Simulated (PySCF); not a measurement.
C5H13AlO (SMILES CC(C)[O][Al]([CH3])[CH3]), singlet, at a GFN2-xTB geometry (such geometries of metal compounds can be far from the true shape); DF-R2SCAN/6-31G in PySCF.

The PySCF input:
```python
from pyscf import gto, scf, dft

mol = gto.Mole()
mol.atom = '''
    Al   -0.09792000    0.50141924    1.18315613
    C    -0.80551154   -0.68509344    2.63031368
    H    -1.70087429   -1.22275385    2.30551218
    H    -1.06728339   -0.13809615    3.53712470
    H    -0.07732687   -1.45061954    2.91301206
    C     0.16092902    2.47864507    1.34635718
    H     1.20598460    2.76089778    1.18984149
    H    -0.13549367    2.86543267    2.32241152
    H    -0.41657519    3.02219174    0.59309319
    O     0.32197567   -0.20914425   -0.24662367
    C     0.57727883   -0.78671879   -1.48968187
    C     0.40900217    0.25571812   -2.59394843
    C    -0.35434283   -1.97690219   -1.71322839
    H     1.61882108   -1.14356193   -1.49146852
    H    -0.61791606    0.61489941   -2.60174635
    H     0.64587025   -0.17546140   -3.56314641
    H     1.06893275    1.09920765   -2.40620809
    H    -0.22974159   -2.69695160   -0.90810866
    H    -1.38727974   -1.63525927   -1.71514579
    H    -0.13409727   -2.45911436   -2.66208438
'''
mol.basis = '6-31g'
mol.verbose = 4
mol.build()

mf = dft.RKS(mol)
mf.xc = 'r2scan'
mf.diis = False
mf.damp = 0.6
mf.diis_start_cycle = 200
mf.max_cycle = 150
mf = mf.density_fit(auxbasis='def2-universal-jkfit')
mf.kernel()
mf.analyze()
```

**Question.** Predict the main parts of the log of this PySCF run.

**Answer.** 
```
PySCF version 2.14.0

[INPUT] verbose = 4
[INPUT] num. atoms = 20
[INPUT] num. electrons = 64
[INPUT] charge = 0
[INPUT] spin (= nelec alpha-beta = 2S) = 0
[INPUT] symmetry False subgroup None
[INPUT] Mole.unit = angstrom
[INPUT] Symbol           X                Y                Z      unit          X                Y                Z       unit  Magmom
[INPUT]  1 Al    -0.097920000000   0.501419240000   1.183156130000 AA   -0.185041982117   0.947545037188   2.235841048300 Bohr   0.0
[INPUT]  2 C     -0.805511540000  -0.685093440000   2.630313680000 AA   -1.522196200777  -1.294638971336   4.970572476897 Bohr   0.0
[INPUT]  3 H     -1.700874290000  -1.222753850000   2.305512180000 AA   -3.214186580414  -2.310669894258   4.356786597049 Bohr   0.0
[INPUT]  4 H     -1.067283390000  -0.138096150000   3.537124700000 AA   -2.016873304397  -0.260963902357   6.684196951434 Bohr   0.0
[INPUT]  5 H     -0.077326870000  -1.450619540000   2.913012060000 AA   -0.146126606370  -2.741273641543   5.504794990955 Bohr   0.0
[INPUT]  6 C      0.160929020000   2.478645070000   1.346357180000 AA    0.304111773295   4.683960342303   2.544246336042 Bohr   0.0
[INPUT]  7 H      1.205984600000   2.760897780000   1.189841490000 AA    2.278980604443   5.217340662120   2.248474547744 Bohr   0.0
[INPUT]  8 H     -0.135493670000   2.865432670000   2.322411520000 AA   -0.256045927912   5.414882974681   4.388721721335 Bohr   0.0
[INPUT]  9 H     -0.416575190000   3.022191740000   0.593093190000 AA   -0.787213019389   5.711114684523   1.120783695445 Bohr   0.0
[INPUT] 10 O      0.321975670000  -0.209144250000  -0.246623670000 AA    0.608445835073  -0.395225353028  -0.466051192135 Bohr   0.0
[INPUT] 11 C      0.577278830000  -0.786718790000  -1.489681870000 AA    1.090898886209  -1.486683050149  -2.815090747030 Bohr   0.0
[INPUT] 12 C      0.409002170000   0.255718120000  -2.593948430000 AA    0.772902085653   0.483237211889  -4.901852113946 Bohr   0.0
[INPUT] 13 C     -0.354342830000  -1.976902190000  -1.713228390000 AA   -0.669610902903  -3.735803714153  -3.237532445930 Bohr   0.0
[INPUT] 14 H      1.618821080000  -1.143561930000  -1.491468520000 AA    3.059128485873  -2.161018854179  -2.818467026210 Bohr   0.0
[INPUT] 15 H     -0.617916060000   0.614899410000  -2.601746350000 AA   -1.167692121370   1.161991479057  -4.916588047087 Bohr   0.0
[INPUT] 16 H      0.645870250000  -0.175461400000  -3.563146410000 AA    1.220517884504  -0.331573991433  -6.733370856627 Bohr   0.0
[INPUT] 17 H      1.068932750000   1.099207650000  -2.406208090000 AA    2.019990143078   2.077201412527  -4.547074288813 Bohr   0.0
[INPUT] 18 H     -0.229741590000  -2.696951600000  -0.908108660000 AA   -0.434148684522  -5.096499895208  -1.716076658746 Bohr   0.0
[INPUT] 19 H     -1.387279740000  -1.635259270000  -1.715145790000 AA   -2.621578766758  -3.090192162956  -3.241155806801 Bohr   0.0
[INPUT] 20 H     -0.134097270000  -2.459114360000  -2.662084380000 AA   -0.253407114352  -4.647052649385  -5.030610398683 Bohr   0.0

nuclear repulsion = 365.529386612735
number of shells = 63
number of NR pGTOs = 230
number of NR cGTOs = 93
basis = 6-31g
ecp = {}

******** <class 'pyscf.df.df_jk.DFRKS'> ********
method = DFRKS
initial guess = minao
damping factor = 0.6
level_shift factor = 0
DIIS disabled
SCF conv_tol = 1e-09
SCF conv_tol_grad = None
SCF max_cycles = 150
direct_scf = False
XC library pyscf.dft.libxc version 7.1.2
    S. Lehtola, C. Steigemann, M. J. T. Oliveira, and M. A. L. Marques,  SoftwareX 7, 1–5 (2018)
XC functionals = r2scan
    J. W. Furness, A. D. Kaplan, J. Ning, J. P. Perdew, and J. Sun,  J. Phys. Chem. Lett. 11, 8208–8215 (2020)
    J. W. Furness, A. D. Kaplan, J. Ning, J. P. Perdew, and J. Sun,  J. Phys. Chem. Lett. 11, 9248–9248 (2020)
    J. W. Furness, A. D. Kaplan, J. Ning, J. P. Perdew, and J. Sun,  J. Phys. Chem. Lett. 11, 8208–8215 (2020)
    J. W. Furness, A. D. Kaplan, J. Ning, J. P. Perdew, and J. Sun,  J. Phys. Chem. Lett. 11, 9248–9248 (2020)
radial grids:
    Treutler-Ahlrichs [JCP 102, 346 (1995); DOI:10.1063/1.469408] (M4) radial grids

becke partition: Becke, JCP 88, 2547 (1988); DOI:10.1063/1.454033
pruning grids: <function nwchem_prune>
grids dens level: 3
symmetrized grids: False
atomic radii adjust function: <function treutler_atomic_radii_adjust>
small_rho_cutoff = 0
Set gradient conv threshold to 3.16228e-05
Initial guess from minao.
tot grids = 231360
init E= -515.85604092474
  HOMO = -0.336854037474671  LUMO = -0.0645875746052649  gap/eV = 7.40875
cycle= 1 E= -515.548253917008  delta_E= 0.308  |g|= 0.996  |ddm|= 3.74
  HOMO = -0.230977953847546  LUMO = -0.0258773562686976  gap/eV = 5.58107
cycle= 2 E= -515.774718593587  delta_E= -0.226  |g|= 0.12  |ddm|= 0.843
  HOMO = -0.225418451178732  LUMO = -0.0205573540977861  gap/eV = 5.57455
cycle= 3 E= -515.77788446041  delta_E= -0.00317  |g|= 0.04  |ddm|= 0.114
  HOMO = -0.218143532441044  LUMO = -0.0158952147747731  gap/eV = 5.50346
cycle= 4 E= -515.778218682758  delta_E= -0.000334  |g|= 0.0211  |ddm|= 0.0434
  HOMO = -0.21550055607116  LUMO = -0.013629295215976  gap/eV = 5.49320
cycle= 5 E= -515.778299861366  delta_E= -8.12e-05  |g|= 0.0115  |ddm|= 0.0172
  HOMO = -0.213659926576335  LUMO = -0.0122163450275745  gap/eV = 5.48156
cycle= 6 E= -515.778324867215  delta_E= -2.5e-05  |g|= 0.00669  |ddm|= 0.0107
  HOMO = -0.212711674137991  LUMO = -0.0114417233948112  gap/eV = 5.47683
cycle= 7 E= -515.778333040724  delta_E= -8.17e-06  |g|= 0.00386  |ddm|= 0.0059
  HOMO = -0.212159704065729  LUMO = -0.010999571471364  gap/eV = 5.47385
cycle= 8 E= -515.778335768534  delta_E= -2.73e-06  |g|= 0.00225  |ddm|= 0.00354
  HOMO = -0.211858381867129  LUMO = -0.0107545612865068  gap/eV = 5.47231
cycle= 9 E= -515.778336689908  delta_E= -9.21e-07  |g|= 0.00131  |ddm|= 0.00207
  HOMO = -0.211690454100565  LUMO = -0.0106182545447933  gap/eV = 5.47145
cycle= 10 E= -515.778337004191  delta_E= -3.14e-07  |g|= 0.00077  |ddm|= 0.00123
  HOMO = -0.211598517236077  LUMO = -0.0105431935700528  gap/eV = 5.47099
cycle= 11 E= -515.778337112348  delta_E= -1.08e-07  |g|= 0.000453  |ddm|= 0.000735
  HOMO = -0.211548231967114  LUMO = -0.0105020114709429  gap/eV = 5.47075
cycle= 12 E= -515.778337149893  delta_E= -3.75e-08  |g|= 0.000267  |ddm|= 0.000441
  HOMO = -0.211521000626278  LUMO = -0.0104795791276511  gap/eV = 5.47062
cycle= 13 E= -515.778337163026  delta_E= -1.31e-08  |g|= 0.000158  |ddm|= 0.000265
  HOMO = -0.211506366771744  LUMO = -0.0104674408546928  gap/eV = 5.47055
cycle= 14 E= -515.778337167665  delta_E= -4.64e-09  |g|= 9.34e-05  |ddm|= 0.00016
  HOMO = -0.211498591764395  LUMO = -0.0104609282344128  gap/eV = 5.47051
cycle= 15 E= -515.778337169314  delta_E= -1.65e-09  |g|= 5.55e-05  |ddm|= 9.73e-05
  HOMO = -0.211494515766796  LUMO = -0.0104574681809566  gap/eV = 5.47050
cycle= 16 E= -515.778337169899  delta_E= -5.85e-10  |g|= 3.3e-05  |ddm|= 5.92e-05
  HOMO = -0.21149241663235  LUMO = -0.0104556523146915  gap/eV = 5.47049
cycle= 17 E= -515.778337170113  delta_E= -2.14e-10  |g|= 1.97e-05  |ddm|= 3.61e-05
  HOMO = -0.211489777321547  LUMO = -0.0104533063293255  gap/eV = 5.47048
Extra cycle  E= -515.778337170238  delta_E= -1.25e-10  |g|= 1.07e-06  |ddm|= 5.53e-05
converged SCF energy = -515.778337170238
**** SCF Summaries ****
Total Energy =                        -515.778337170238387
Nuclear Repulsion Energy =             365.529386612734925
One-electron Energy =                -1432.505560312117723
Two-electron Energy =                  551.197836529144411
Two-electron Coulomb Energy =          610.350471207071791
DFT Exchange-Correlation Energy =      -59.152634677927402
HOMO-LUMO gap [eV] =                     5.470481016267858
**** MO energy ****
MO #1   energy= -55.7596101884346  occ= 2
MO #2   energy= -18.9370715971135  occ= 2
MO #3   energy= -10.0960463076715  occ= 2
MO #4   energy= -10.0204368340975  occ= 2
MO #5   energy= -10.0203019454318  occ= 2
MO #6   energy= -10.0029387187476  occ= 2
MO #7   energy= -10.002839223853   occ= 2
MO #8   energy= -4.0647011638069   occ= 2
MO #9   energy= -2.60649820364253  occ= 2
MO #10  energy= -2.60143405703362  occ= 2
MO #11  energy= -2.59756498541154  occ= 2
MO #12  energy= -0.945632487682503 occ= 2
MO #13  energy= -0.729508791101216 occ= 2
MO #14  energy= -0.653239509014051 occ= 2
MO #15  energy= -0.637789495225702 occ= 2
MO #16  energy= -0.630734752929875 occ= 2
MO #17  energy= -0.555867286356609 occ= 2
MO #18  energy= -0.45817277765707  occ= 2
MO #19  energy= -0.419765636319918 occ= 2
MO #20  energy= -0.391554918580188 occ= 2
MO #21  energy= -0.360154261490608 occ= 2
MO #22  energy= -0.353805541383233 occ= 2
MO #23  energy= -0.353070773738857 occ= 2
MO #24  energy= -0.351780811518608 occ= 2
MO #25  energy= -0.346143589794443 occ= 2
MO #26  energy= -0.344933065120887 occ= 2
MO #27  energy= -0.327317755399897 occ= 2
MO #28  energy= -0.318377838241358 occ= 2
MO #29  energy= -0.295540211070605 occ= 2
MO #30  energy= -0.254949806691455 occ= 2
MO #31  energy= -0.238133477222463 occ= 2
MO #32  energy= -0.211489777321547 occ= 2
MO #33  energy= -0.0104533063293255 occ= 0
MO #34  energy= 0.0216153813495765 occ= 0
MO #35  energy= 0.0766201536903584 occ= 0
MO #36  energy= 0.0927269087091882 occ= 0
MO #37  energy= 0.112418349071865  occ= 0
MO #38  energy= 0.127695509219267  occ= 0
MO #39  energy= 0.141697809711285  occ= 0
MO #40  energy= 0.148459169763655  occ= 0
 ** Mulliken pop on meta-lowdin orthogonal AOs  **
 ** Mulliken pop  **
 ** Mulliken atomic charges  **
charge of    0Al =      0.87782
charge of    1C =     -0.63816
charge of    2H =      0.12497
charge of    3H =      0.12240
charge of    4H =      0.12548
charge of    5C =     -0.63824
charge of    6H =      0.12543
charge of    7H =      0.12246
charge of    8H =      0.12496
charge of    9O =     -0.59089
charge of   10C =      0.15834
charge of   11C =     -0.33958
charge of   12C =     -0.33949
charge of   13H =      0.09715
charge of   14H =      0.10901
charge of   15H =      0.10940
charge of   16H =      0.11520
charge of   17H =      0.11531
charge of   18H =      0.10891
charge of   19H =      0.10951
Dipole moment(X, Y, Z, Debye):  0.03973, -0.22075, -0.53300
```
